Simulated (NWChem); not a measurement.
Species: C₃H₃ClF₂; SMILES C(=C)(C(F)F)Cl

Computed with NWChem. Pople sets run with spherical d functions. All runs use the structure optimised with B3LYP/6-31G* (spherical d). Level: B3LYP/6-31G* with SMD, gas-phase geometry; reactions with the solvents are ignored. One conformer.

```json
[
 {"SMD term (kcal/mol)": "distortion of the solute's density", "water": "0.59", "toluene": "0.17"},
 {"SMD term (kcal/mol)": "polarisation", "water": "-4.54", "toluene": "-2.36"},
 {"SMD term (kcal/mol)": "cavity, dispersion and structure", "water": "4.13", "toluene": "-0.71"}
]
```

**Question.** Sum the solvation free energies, find the transfer free energy from water to toluene and the partition coefficient at 298.15 K.

**Answer.** 
1. ΔG(solv, water) = 0.18 kcal/mol and ΔG(solv, toluene) = -2.90 kcal/mol (1 M gas to 1 M solution).
2. Transfer: -2.90 − (0.18) = -3.08 kcal/mol.
3. log₁₀ K(toluene/water) = −ΔG/(RT ln 10) = 3.08/1.364 = 2.3, so the model puts more of the solute in toluene.
4. Of the transfer energy, 1.76 kcal/mol is electrostatic and -4.84 comes from the non-electrostatic term. The two phases are taken as the pure solvents.
